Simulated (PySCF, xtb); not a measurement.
Sn(F)(OH)3 (FH3O3Sn), SMILES [OH][Sn]([OH])([OH])[F]. One conformer was computed; it need not be the lowest.

Harmonic wavenumbers (cm⁻¹) from GFN2-xTB run with xtb 6.7.1 at its own minimum, in rising order: 93, 97, 141, 152, 152, 207, 214, 223, 391, 491, 555, 555, 850, 865, 867, 3584, 3590, 3598.

Task: What does PBE0-D3(BJ)/def2-SVP run with PySCF give at its own minimum? (Estimate from the structure and the level; the computed values follow.)

Result: 16, 26, 140, 176, 176, 192, 193, 197, 624, 651, 669, 669, 869, 876, 877, 3881, 3881, 3883. Paired by order, the mean absolute difference is 100 cm⁻¹ and the zero-point energies are 23.8 and 25.7 kcal/mol.
